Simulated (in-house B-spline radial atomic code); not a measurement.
RPA and G0W0 for S+, [Ne] 3s2 3p3, highest spin, as one setting changes: the highest l of the empty states. Start: PBE0. A dash marks a level of low quasi-particle weight. Computed with an all-electron radial atomic-structure program (B-spline basis): all electrons, non-relativistic, point nucleus, each spin shell either full or empty, empty states to the listed l with an (l + 1/2)⁻⁴ tail; G0W0 by contour deformation at full frequency.

```
highest l of the empty states  RPA summed (Eh)  RPA extrapolated (Eh)  G0W0 level (eV)
                            3         -0.75314               -0.84249    3p up -23.276
                            4                ?                      ?                ?
                            5         -0.82185               -0.84906    3p up -23.401
                            6         -0.83107               -0.84691    3p up -23.395
                            7         -0.83597               -0.84597    3p up -23.392
                            8         -0.83879               -0.84548    3p up -23.390
                            9                ?                      ?                ?
                           10         -0.84163               -0.84501    3p up -23.389
                           11         -0.84238               -0.84488    3p up -23.388
```

Q: What belongs in the row for 4?

A: RPA summed (Eh): -0.80232; RPA extrapolated (Eh): -0.85506; G0W0 level (eV): 3p up -23.416.

Q: What belongs in the row for 9?

A: RPA summed (Eh): -0.84052; RPA extrapolated (Eh): -0.8452; G0W0 level (eV): 3p up -23.389.
